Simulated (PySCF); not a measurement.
**CrF2S2: core ionisation energies**

Species: CrS2F2 (singlet state).
Bonds: Cr1–S2, Cr1–S3, Cr1–F4, Cr1–F5.

Level of theory: delta-SCF UKS SCAN, pcX-2 on the ionised atom (unc-x2c-TZVPall on a metal), pcseg-1 elsewhere, spin-free X2C (PySCF). Vertical ΔSCF values, vacuum level as zero.

Q: List the computed XPS lines with their assignment.

A: 
```json
{"atom(s)": "S2/S3", "environment": "sulfur bonded to Cr", "level": "S 1s", "binding energy (eV)": "2477.47", "2p1/2 (eV)": "–", "count": "2"}
{"atom(s)": "F4/F5", "environment": "fluorine bonded to Cr", "level": "F 1s", "binding energy (eV)": "691.93", "2p1/2 (eV)": "–", "count": "2"}
{"atom(s)": "S2/S3", "environment": "sulfur bonded to Cr", "level": "S 2p3/2", "binding energy (eV)": "169.68", "2p1/2 (eV)": "170.91", "count": "2"}
```

Q: Which effective nuclear charge Zeff reproduces each element's mean 1s value in the hydrogen-like formula E = 13.606 eV × Zeff²?

A: F (Z = 9): mean 691.9 eV, Zeff = 7.13, Z − Zeff = 1.87; S (Z = 16): mean 2477.5 eV, Zeff = 13.49, Z − Zeff = 2.51. Means run over the listed sites, weighted by atom count.

Q: Which photon wavelength matches the S 1s of S2/S3 threshold?

A: λ = hc/E = 12398.42 eV Å / 2477.47 eV = 5.004 Å.

Atoms equivalent by their bonding share one computed value, that of the first of them. Not every level is listed. Spin–orbit and ligand-field terms were added within each 2p shell after the spin-free SCF. 2p1/2 minus 2p3/2 (ligand field included): S 1.23 eV. No level of chromium is listed. Isolated species at its PBE0-D3(BJ)/def2-SVP geometry, gas phase. Metal 2p energies of this one-determinant scheme are less reliable than its 1s energies.
